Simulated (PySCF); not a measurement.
A structure optimised at PBE-D3(BJ)/def2-SVP, used in a PySCF frequency run:

```xyz
6

B      0.0000     0.0000     0.0157
C      0.0000     0.0000     1.5307
C      0.0000     0.0000     2.7604
H      0.0000     0.0000     3.8430
Cl     0.0000     1.5186    -0.8726
Cl     0.0000    -1.5186    -0.8726
```

**Question.** Write its SMILES, formula and point group.

**Answer.** C#CB(Cl)Cl, C2HBCl2, C2v

**Question.** What are its rotational constants (standard atomic weights)?

**Answer.** 3.0911, 2.6858, 1.4371 GHz
